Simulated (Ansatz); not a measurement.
Consider the cleavage of the Ge–Si bond: `[SiH3][GeH3]` + `O[Si](F)(Cl)Cl` → `F[Si](Cl)(Cl)[O][GeH3]` + SiH₄.

Gas-phase electronic energies from Ansatz, PBE0-D4/def2-TZVP geometries. CBS: MP2 limit from def2 TZ/QZ plus the TZ coupled-cluster correction, frozen cores. This one scheme is used for every species. DFT in def2-TZVPP. For Ge outer-core shells are correlated without core-valence functions, which leaves a few kJ/mol of doubt a bond. Scalar relativity is left out up to krypton. Each species was taken in one conformer, which may not be the lowest.

```csv
level,ΔE (kJ/mol),difference from CCSD(T)/CBS
ωB97M-V,-29.3,-1.3
BLYP,-23.0,5.0
PBE0,-12.0,16.0
BHLYP,-34.7,-6.7
MP2/def2-SVP,-43.2,-15.2
CCSD(T)/def2-SVP,-40.2,-12.2
HF/def2-TZVPP,-51.9,-23.9
CCSD(T)/def2-TZVPP,-32.5,-4.5
HF/def2-QZVPP,-54.0,-26.0
CCSD/CBS(def2),-29.3,-1.3
CCSD(T)/CBS,-28.0,0
```

Largest T1 diagnostic among the species: 0.012.

From BLYP to BHLYP (50 % exact exchange), in def2-TZVPP and without D4, ΔE moves by −11.8 kJ/mol. Leaving LDA and LC-ωPBE aside and taking each functional with its dispersion term where it has one, the values, not all of them listed here, spread over 28.9 kJ/mol, from BHLYP-D4 to PBE-D4. LDA lies +3.1 kJ/mol from PBE without D4.
